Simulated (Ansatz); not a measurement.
Reactions of C₄H₈O (`C=C(C)OC`).

Gas-phase electronic energies from Ansatz, PBE0-D4/def2-TZVP geometries. CCSD(T)/CBS adds triple-zeta CCSD(T) − MP2 to the extrapolated MP2 energy (def2 sets, frozen cores). This one scheme is used for every species, atoms too. Open shells (•) are unrestricted, without spin–orbit coupling. Spin–orbit coupling would lower the free atoms: a little for C, O. For Se outer-core shells are correlated without core-valence functions, so the limit isn't a true one: a few kJ/mol of doubt a bond, and 10 to 20 or more in all where bonds break to atoms. Scalar relativity is left out up to krypton. One conformer a species, not always the lowest.

Order these by ΔE at CCSD(T)/CBS, lowest first. (Estimate.)
A. `C=C(C)OC` + H₂Se → `C=C(C)[SeH]` + CH₃OH
B. `C=C(C)OC` + `N=CF` → `C/N=C\F` + `C=COC`
C. `C=C(C)OC` + `COB(C)O` → `COB(C)OC` + `C=C(C)O`
D. `C=C(C)OC` → 4 C• + 8 H• + O•

A (+2.5 kJ/mol), C (+14.1 kJ/mol), B (+40.8 kJ/mol), D (+5236.6 kJ/mol).

Largest T1 diagnostic: 0.013, for `N=CF`.
